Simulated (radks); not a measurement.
Values are calculated unless marked as measured or tabulated.
Ar17+, 1 electrons, occupied as 1s1.

Level of theory: Dirac Kohn-Sham, revPBE, spin-unpolarised, spherical densities, point nucleus (a radial shooting solver on a logarithmic mesh with Libxc functionals).

Energy parts (Ry):
| part | energy |
|---|---|
| total | -323.55917 |
| kinetic | 326.35958 |
| electron-nucleus | -651.76325 |
| Hartree | 11.27625 |
| exchange-correlation | -9.43175 |

Orbitals (lengths in bohr, moments of r in powers of bohr; r(90%) holds 90 % of the orbital's charge):
| orbital | occ. | eigenvalue (Ry) | r(90%) |
|---|---|---|---|
| 1s1/2 | 1 | -314.6204 | 0.148 |

The highest occupied level is 1s1/2 at -4280.6 eV. For comparison, the ionisation energy in NIST's Atomic Spectra Database is 4426.2 eV (theoretical). In exact Kohn-Sham theory the highest level is minus the ionisation energy, but local and semilocal functionals leave it too shallow, through self-interaction and a potential that decays too fast; potentials with the right tail come closer. The density falls to 0.001 e/bohr^3 at r = 0.40 bohr. Summed over all electrons, <r^2> = 0.009268 bohr^2, which gives a Langevin (diamagnetic) susceptibility term of -0.00734 x 10^-6 cm^3/mol.

Beside tabulated values, note that spin-unpolarised runs miss the spin-polarisation part of the exchange energy of open shells.
